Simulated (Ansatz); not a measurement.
The molecule Cu2, closed-shell singlet (the spin of the measured ground state). No spin–orbit coupling. Cu is treated without relativity.

The constants come from a fifth-degree fit in 1/R (seven points, main isotopes). In def2 and cc sets the state is the lowest found near the PBE0 minimum, followed along R. The singlet is held restricted.

Run with Ansatz (Gaussian orbitals). Each number belongs to the level named beside it.

Energies at wB97M-V/def2-TZVPP:

| R (Å) | E (hartree) |
|---|---|
| 2.122845 | -3280.85521441 |
| 2.179911 | -3280.85788160 |
| 2.232412 | -3280.85915519 |
| 2.291760 | -3280.85950334 |
| 2.351108 | -3280.85892914 |
| 2.419587 | -3280.85737816 |
| 2.499479 | -3280.85466930 |

Question: With a reduced mass of 31.4648 u, find the minimum, the force constant and the constants.

Answer: A fifth-degree polynomial in 1/R puts the minimum at r_e = 2.2823 Å with force constant 118 N/m. Then ω_e = (1/2πc)√(k/μ) = 252 cm⁻¹ and B_e = h/(8π²cμr_e²) = 0.1029 cm⁻¹; the cubic and quartic terms give α_e = 0.00052 and ω_e x_e = 0.82 cm⁻¹.

Ansatz is a program for electronic structure.
